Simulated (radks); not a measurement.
Q: Species: Se2+. Configuration: [Ar] 3d10 4s2 4p2. All-electron calculation, Dirac Kohn-Sham, PBE, spin-unpolarised, spherical densities, point nucleus; open shells fill j = l - 1/2 first. Program: a radial shooting solver on a logarithmic mesh with Libxc functionals. Some entries of the table are withheld. Estimate them.

orbital,occ.,eigenvalue (hartree),r(max) (bohr)
1s1/2,2,-460.2447,0.02880
2s1/2,2,-59.87013,0.1645
2p1/2,2,(1),(2)
2p3/2,4,(3),(4)
3s1/2,2,-8.67176,0.5023
3p1/2,2,-6.59395,0.4947
3p3/2,4,-6.37800,0.5033
3d3/2,4,(5),0.4511
3d5/2,6,(6),0.4538
4s1/2,2,-1.37848,(7)
4p1/2,2,-0.94475,1.677
4p3/2,0,-0.92589,1.704

A: 
(1) 2p1/2 eigenvalue (hartree): -53.79501
(2) 2p1/2 r(max) (bohr): 0.1296
(3) 2p3/2 eigenvalue (hartree): -52.26018
(4) 2p3/2 r(max) (bohr): 0.1327
(5) 3d3/2 eigenvalue (hartree): -2.79765
(6) 3d5/2 eigenvalue (hartree): -2.76467
(7) 4s1/2 r(max) (bohr): 1.474
